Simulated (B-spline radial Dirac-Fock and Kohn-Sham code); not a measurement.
# EELS cross sections of the Mo M5 (3d5/2) edge

System: neutral molybdenum, [Kr] 4d5 5s1. These are calculated numbers from a radial B-spline solver; the model is the first Born approximation with generalised oscillator strengths from a Dirac-Hartree-Slater potential (longitudinal and transverse terms; continuum final states only, so no white lines or fine structure). The edge is taken at 227.9 eV (tabulated value).

Partial cross sections σ(β, Δ) in barn, integrated over a window Δ above the edge and up to the collection semi-angle β, for parallel illumination:

| E₀ (kV) | β (mrad) | Δ = 25 eV | Δ = 50 eV | Δ = 100 eV | Δ = 200 eV | Δ = 300 eV |
| --- | --- | --- | --- | --- | --- | --- |
| 60 | 5 | 968 | 4520 | 12000 | 20100 | 23400 |
| 60 | 10 | 1630 | 7660 | 20900 | 36600 | 43600 |
| 60 | 20 | 2340 | 10800 | 29900 | 54000 | 65600 |
| 80 | 5 | 965 | 4540 | 12200 | 20900 | 24500 |
| 80 | 10 | 1510 | 7110 | 19500 | 34600 | 41600 |
| 100 | 5 | 948 | 4490 | 12100 | 21100 | 24900 |
| 120 | 10 | 1340 | 6320 | 17500 | 31500 | 38100 |
| 120 | 20 | 1760 | 7990 | 22300 | 41000 | 50500 |
| 120 | 100 | 2250 | 9350 | 25800 | 48700 | 61500 |
| 200 | 5 | 874 | 4170 | 11500 | 20600 | 24800 |
| 200 | 50 | 1680 | 7090 | 19600 | 37100 | 46800 |
| 200 | 100 | ? | ? | ? | ? | ? |
| 300 | 10 | 1090 | 5050 | 14100 | 26000 | 32000 |
| 300 | 20 | 1310 | 5750 | 16000 | 30100 | 37600 |

Q: Give the row for 200 kV and 100 mrad.

A: 1700 b for 25 eV, 7130 b for 50 eV, 19700 b for 100 eV, 37300 b for 200 eV, 47100 b for 300 eV.
